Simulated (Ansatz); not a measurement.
Species: bromo selenohypobromite, SeBr$_{2}$, charge 0, multiplicity 1. SMILES: Br[Se]Br
Structure (B3LYP-D3(BJ)/def2-TZVP (Ansatz, a quantum-chemistry and plane-wave program) minimum search):
```
Se
Br 1 2.3360
Br 1 2.3360 2 102.92
```
Charge 0, spin multiplicity 1.

Wanted: vertical ionisation energy (to the doublet state of charge +1; each state is the SCF solution reached for its spin), in eV. Valence correlation only, unless marked. UHF or UKS for open shells. No spin-orbit coupling. The frozen core is the preceding noble-gas configuration, with the filled d and f shells of earlier blocks. No relativistic terms. CBS(X,Y): correlation extrapolated as X^-3; Hartree-Fock from the larger set. [CCSD(T)-MP2]/basis is that difference in the basis named.

RI-MP2/CBS(aug-cc-pVTZ,aug-cc-pVQZ)+[CCSD(T)-MP2]/aug-cc-pVTZ (Ansatz) gives 9.23 eV.

Task: Another calculation gave 8.90 eV. Which level was it?
A) CAM-B3LYP/def2-TZVPD (Ansatz)
B) r2SCAN/def2-TZVPD (Ansatz)
C) PBE0/def2-TZVPD (Ansatz)
D) PBE/def2-TZVPD (Ansatz)

Result: B, r2SCAN/def2-TZVPD (Ansatz). The others give 9.21 (CAM-B3LYP), 8.73 (PBE), 9.04 (PBE0) eV.
